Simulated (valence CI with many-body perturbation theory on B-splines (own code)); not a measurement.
**Energy levels of Ru³⁷⁺**

Calculated by configuration interaction combined with many-body perturbation theory (CI+MBPT): five valence electrons over a frozen Dirac-Fock core [He], radial functions for each j: 11 s, 11 p, 10 d, 8 f, 5 g, 2 h, with the one-electron correlation potential Σ1 (screened to all orders), the two-electron term Σ2, the three-electron term Σ3, Breit, model QED; selected single and double excitations, second order for the rest, scaled by the run's own slope (own B-spline code, finite nucleus).

No measured spectrum was set against this ion. As an estimate, large intervals hold to a few tenths of a per cent, small ones and those within an open d or f shell to about a per cent. Among the levels kept, up to 11000 cm⁻¹ of a level comes from second order outside the variational space, and about a tenth of that is noise between levels of different J, which matters for small intervals.

Levels 136 to 180 of 203, with energies above the lowest level, (2s^2 2p1/2^2 2p3/2) J=3/2. "Leading %" is the weight of the configuration and term that name the level; weights of strongly mixed levels are sums over their largest components and can fall short. In the jj column 3d3/2^4 stands for four electrons in 3d with j = 3/2. Lifetimes count E1, E2, E3, M1 and M2 decay at the calculated energies, and are blank where another channel may lead or the interval is too uncertain; long ones can be off by a factor of two.

```
No.  Configuration  Term     J  E (eV)  Leading %  Second component      g  Lifetime                      Leading jj
136        2s2p³3p    ⁴P   3/2  3479.4         31   21 % 2s2p³3p ⁴D  1.457   50.1 fs   2s 2p1/2 2p3/2^2 3p3/2 (94 %)
137        2s2p³3d   ⁶D°   7/2  3480.5         33  29 % 2s2p³3d ⁴F°  1.323   20.0 fs   2s 2p1/2 2p3/2^2 3d5/2 (51 %)
138        2s2p³3d   ⁴G°   9/2  3483.7         41  36 % 2s2p³3d ⁶D°  1.317   18.1 ps   2s 2p1/2 2p3/2^2 3d5/2 (90 %)
139        2s2p³3p    ⁴P   5/2  3484.7         44   16 % 2s2p³3p ⁴F  1.335   36.1 fs   2s 2p1/2 2p3/2^2 3p3/2 (93 %)
140        2s2p³3p    ²P   1/2  3488.0         62   17 % 2s2p³3p ⁴D  0.719   59.0 fs   2s 2p1/2 2p3/2^2 3p3/2 (87 %)
141        2s2p³3d   ⁴D°   7/2  3489.0         49  25 % 2s2p³3d ²G°  1.184   58.8 fs   2s 2p1/2 2p3/2^2 3d3/2 (52 %)
142        2s2p³3p    ²D   3/2  3490.2         27   16 % 2s2p³3p ²P  1.257   39.6 fs   2s 2p1/2 2p3/2^2 3p3/2 (94 %)
143        2s2p³3p    ²F   7/2  3494.7         71   15 % 2s2p³3p ⁴F  1.201   31.1 fs   2s 2p1/2 2p3/2^2 3p3/2 (92 %)
144        2s2p³3p    ²D   5/2  3500.5         39   28 % 2s2p³3p ⁴P  1.293    125 fs   2s 2p1/2 2p3/2^2 3p3/2 (92 %)
145        2s2p³3p    ²P   1/2  3500.6         46   21 % 2s2p³3p ²S  1.391   22.1 fs   2s 2p1/2 2p3/2^2 3p3/2 (93 %)
146        2s2p³3d   ⁴D°   1/2  3501.0         44  21 % 2s2p³3d ²P°  0.980   13.0 fs   2s 2p1/2 2p3/2^2 3d5/2 (87 %)
147        2s2p³3d   ⁴F°   9/2  3503.1         56  27 % 2s2p³3d ⁴G°  1.243   8.91 ps   2s 2p1/2 2p3/2^2 3d3/2 (72 %)
148        2s2p³3d   ⁴P°   5/2  3503.2         34  25 % 2s2p³3d ⁴D°  1.318   6.74 fs   2s 2p1/2 2p3/2^2 3d5/2 (68 %)
149        2s2p³3p    ²D   5/2  3503.6         41   28 % 2s2p³3p ⁴D  1.267    165 fs   2s 2p1/2 2p3/2^2 3p3/2 (91 %)
150        2s2p³3p    ²P   3/2  3504.7         38   26 % 2s2p³3p ²D  1.220   58.8 fs   2s 2p1/2 2p3/2^2 3p3/2 (92 %)
151        2s2p³3d   ⁴D°   3/2  3507.0         29  21 % 2s2p³3d ²D°  1.266   6.53 fs   2s 2p1/2 2p3/2^2 3d5/2 (84 %)
152        2s2p³3d   ⁴D°   7/2  3507.8         53  37 % 2s2p³3d ⁴F°  1.323   7.00 fs   2s 2p1/2 2p3/2^2 3d3/2 (77 %)
153        2s2p³3d   ⁴G°  11/2  3509.8        100                    1.264   24.5 ps  2s 2p1/2 2p3/2^2 3d5/2 (100 %)
154        2s2p³3d   ⁴D°   5/2  3512.0         63  16 % 2s2p³3d ⁴P°  1.340   5.13 fs   2s 2p1/2 2p3/2^2 3d3/2 (80 %)
155        2s2p³3d   ²G°   9/2  3513.2         61  34 % 2s2p³3d ⁴F°  1.183   3.90 ps   2s 2p1/2 2p3/2^2 3d5/2 (74 %)
156        2s2p³3d   ⁴P°   3/2  3514.7         49  20 % 2s2p³3d ⁴D°  1.589   4.55 fs   2s 2p1/2 2p3/2^2 3d3/2 (93 %)
157        2s2p³3p    ²P   1/2  3515.0         62   26 % 2s2p³3p ⁴P  1.349   64.6 fs   2s 2p1/2 2p3/2^2 3p3/2 (91 %)
158        2s2p³3s   ⁴P°   5/2  3515.7         44  25 % 2s2p³3s ²D°  1.440   27.8 fs            2s 2p3/2^3 3s (82 %)
159        2s2p³3p    ²D   3/2  3516.4         40   11 % 2s2p³3p ²P  1.149   42.6 fs   2s 2p1/2 2p3/2^2 3p3/2 (90 %)
160        2s2p³3d   ²S°   1/2  3522.2         45  24 % 2s2p³3d ⁴P°  1.665   10.8 fs   2s 2p1/2 2p3/2^2 3d5/2 (93 %)
161        2s2p³3s   ²P°   3/2  3524.9         28  18 % 2s2p³3s ²D°  1.293   13.5 fs            2s 2p3/2^3 3s (66 %)
162        2s2p³3d   ²F°   7/2  3530.7         60  15 % 2s2p³3d ²G°  1.127   9.54 fs   2s 2p1/2 2p3/2^2 3d5/2 (74 %)
163        2s2p³3d   ²P°   3/2  3531.6         28  14 % 2s2p³3d ⁴S°  1.276   9.75 fs   2s 2p1/2 2p3/2^2 3d5/2 (61 %)
164        2s2p³3d   ²D°   5/2  3533.3         47  18 % 2s2p³3d ²F°  1.161   9.07 fs   2s 2p1/2 2p3/2^2 3d5/2 (76 %)
165        2s2p³3d   ⁴F°   3/2  3533.9         57  14 % 2s2p³3d ²D°  0.681   21.8 fs   2s 2p1/2 2p3/2^2 3d3/2 (85 %)
166        2s2p³3d   ⁴F°   5/2  3542.6         35  17 % 2s2p³3d ⁴G°  1.089   14.5 fs   2s 2p1/2 2p3/2^2 3d5/2 (50 %)
167        2s2p³3d   ⁴D°   1/2  3542.9         54  22 % 2s2p³3d ²P°  0.554   11.2 fs   2s 2p1/2 2p3/2^2 3d3/2 (89 %)
168        2s2p³3d   ⁴D°   3/2  3546.0         37  24 % 2s2p³3d ²D°  0.877   65.9 fs   2s 2p1/2 2p3/2^2 3d3/2 (90 %)
169        2s2p³3d   ²F°   5/2  3547.5         33  19 % 2s2p³3d ⁴D°  1.147   19.6 fs   2s 2p1/2 2p3/2^2 3d5/2 (54 %)
170        2s2p³3d   ²G°   7/2  3549.7         36  21 % 2s2p³3d ⁴G°  1.081   1.40 ps   2s 2p1/2 2p3/2^2 3d3/2 (52 %)
171        2s2p³3d   ²F°   7/2  3553.3         34  26 % 2s2p³3d ⁴D°  1.172   27.8 fs   2s 2p1/2 2p3/2^2 3d5/2 (63 %)
172        2s2p³3d   ²D°   3/2  3554.9         30  14 % 2s2p³3d ⁴P°  1.238   6.65 fs   2s 2p1/2 2p3/2^2 3d5/2 (51 %)
173        2s2p³3d   ²D°   5/2  3555.0         43  15 % 2s2p³3d ⁴P°  1.239   56.8 fs   2s 2p1/2 2p3/2^2 3d5/2 (62 %)
174        2s2p³3d   ²F°   5/2  3560.1         36  29 % 2s2p³3d ⁴D°  1.138   20.9 fs   2s 2p1/2 2p3/2^2 3d5/2 (51 %)
175        2s2p³3d   ²G°   9/2  3562.0         74  13 % 2s2p³3d ⁴G°  1.151   1.77 ps   2s 2p1/2 2p3/2^2 3d5/2 (92 %)
176        2s2p³3s   ²P°   3/2  3562.6         35  20 % 2s2p³3s ⁴S°  1.381   16.0 fs            2s 2p3/2^3 3s (74 %)
177        2s2p³3s   ²P°   1/2  3562.8         47  25 % 2s2p³3s ²S°  1.024   16.6 fs            2s 2p3/2^3 3s (84 %)
178        2s2p³3d   ²D°   5/2  3563.2         36  22 % 2s2p³3d ²F°  1.071   4.67 fs   2s 2p1/2 2p3/2^2 3d3/2 (83 %)
179        2s2p³3d   ²P°   1/2  3565.1         56  19 % 2s2p³3d ⁴D°  0.768   5.21 fs   2s 2p1/2 2p3/2^2 3d3/2 (82 %)
180        2s2p³3d   ²F°   7/2  3565.9         50  19 % 2s2p³3d ²G°  1.166   18.1 fs   2s 2p1/2 2p3/2^2 3d5/2 (91 %)
```
